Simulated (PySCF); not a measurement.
NdH3(H2O): from a saddle point downhill

PySCF 2.14.0, RKS PBE0, Nd lcecp-1-SVP with ECP49, H def2-SVP, O def2-SVP; non-relativistic Hamiltonian with scalar-relativistic core potentials where named; density fitting; no spin-orbit coupling. Relaxed within the symmetry of its start, the geometry (Cs) is

```xyz
7

Nd    0.1442   -0.1645    0.1645
H     0.9456    1.6128    0.9198
H    -0.9214   -1.4261    1.4261
H     0.9456   -0.9198   -1.6128
O    -1.2073    1.2927   -1.2927
H    -1.0600    2.2375   -1.1399
H    -1.0600    1.1399   -2.2375
```

and its lowest harmonic modes are -137, 87, 179, 228, 313, 394 cm⁻¹ (negative: unstable). It was moved along the lowest mode and relaxed again.

(1) Where does it end, and how much lower?

(2) How do the contacts change?

(3) Is the end a minimum?

An lcecp potential fixes the number of 4f electrons, so in runs with it no electron can move into or out of that shell.

State: singlet in the valence, with the 4f electrons in the core potential.

Answers

(1) In C1, 0.087 eV lower, after 22 steps:
```xyz
7

Nd    0.0602   -0.2645   -0.0663
H     0.4453    1.8230    0.2742
H    -0.8686   -1.3089    1.4540
H     1.4674   -1.3081   -1.1643
O    -1.2886    1.3240   -1.2736
H    -0.6657    1.9187   -0.7190
H    -1.3633    1.7126   -2.1531
```

(2) 
```json
{"contact": "Nd1–H2 (H)", "saddle (Å)": "2.091", "end (Å)": "2.150"}
{"contact": "Nd1–H3 (H)", "saddle (Å)": "2.078", "end (Å)": "2.065"}
{"contact": "Nd1–H4 (H)", "saddle (Å)": "2.091", "end (Å)": "2.068"}
{"contact": "Nd1–O5 (H2O)", "saddle (Å)": "2.464", "end (Å)": "2.408"}
{"contact": "Nd1–H6 (H2O)", "saddle (Å)": "2.987", "end (Å)": "2.392"}
```
Short contacts between ligands at the end: H2···H6 1.49 Å.

(3) Yes; lowest modes 183, 217, 290, 304, 442, 542 cm⁻¹.
